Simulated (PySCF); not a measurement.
All values below come from PBE-D3(BJ)/def2-TZVP (PySCF). Gas-phase values, no solvent. One relaxed conformer stands for a flexible species; it need not be the lowest. Excitations are Tamm–Dancoff values on a coarser integration grid. The basis has no diffuse functions, so Rydberg states are missing or too high.

Reference species (SMILES): `C(=B\[H])/CC` (neutral, multiplicity 1).

The S1 excitation (TDA) is 2.86 eV, the S1–T1 gap (TDA) comes out as 0.48 eV and the HOMO–LUMO gap is 2.82 eV.

After one change: the S1 excitation (TDA) falls by 0.25 eV; the S1–T1 gap (TDA) goes up by 0.02 eV; the HOMO–LUMO gap falls by 0.26 eV.

Task: Name the change that produced these shifts. The new species is one of these.
(A) `BC(=C)C`
(B) `B=C(C)C`
(C) `C[C@@H]1BC1`
(D) `B/C=C\C`

Result: B, `B=C(C)C`
